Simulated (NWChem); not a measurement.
System: C₂H₂ClF; SMILES ClC(=C)F

Input file for NWChem:

```
start job
memory heap 200 mb stack 900 mb global 1100 mb
geometry units angstroms noautoz
  C     -1.185274     1.151332     0.000000
  C     -0.059255     0.448966     0.000000
  F      1.135441     1.007256     0.000000
  Cl     0.030311    -1.266138     0.000000
  H     -2.151289     0.650832     0.000000
  H     -1.132243     2.240633     0.000000
end
basis spherical
  * library 6-31+g*
end
dft
  xc xwpbe 0.80 cpbe96 1.0 hfexch 1.00
  cam 0.2 cam_alpha 0.2 cam_beta 0.8
  iterations 150
end
tddft
  nroots 6
  notriplet
end
task tddft energy
```

The geometry was optimised at PBE0/def2-SVP.

Vertical excitations in the gas phase.

**Question.** What results follow from this input? (LRC-wPBEh/6-31+G* (spherical d), full TDDFT.) Quantities: lowest excitation, singlet (eV); oscillator strength of that lowest state; lowest state with f > 0.02, singlet (eV); orbital gap (eV).

**Answer.** lowest excitation, singlet (eV): 6.76
oscillator strength of that lowest state: 0.003
lowest state with f > 0.02, singlet (eV): 7.03
orbital gap (eV): 10.94
